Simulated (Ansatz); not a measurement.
## SnSe (SMILES [Se][Sn]): entropy by statistical mechanics

A linear singlet with charge 0, relaxed at B3LYP-D4/def2-TZVP (core potential) (Ansatz 0.2.0):

```xyz
2

Se    0.0000    0.0000   -0.0041
Sn    0.0000    0.0000    2.3424
```

Harmonic wavenumbers in cm⁻¹: 328.

Masses in u: Se 78.971, Sn 118.71. Take T = 298.15 K, p = 1 bar, R = 8.3145 J/(mol K), kT/hc = 207.22 cm⁻¹, rigid rotor and harmonic oscillator.

Task: Compute the standard molar entropy.

Result: 
1. Translation (Sackur–Tetrode): S = R[3/2 ln M + 5/2 ln T − 1.1517] with M = 197.681 gives 174.8 J/(mol K).
2. Rotation: the moment of inertia is 261.115 u Å², so B = 16.8576/I = 0.0646 cm⁻¹; σ = 1; q = kT/(σhcB) = 3207.7; S = R(ln q + 1) = 75.4.
3. Vibration: with u = ν̃/207.22, each mode gives R[u/(eᵘ − 1) − ln(1 − e⁻ᵘ)]; the sum is 5.3.
4. Spin: R ln 1 = 0.0.
5. Sum: 174.8 + 75.4 + 5.3 + 0.0 = 255.5 J/(mol K).

No measured value is set beside it here.
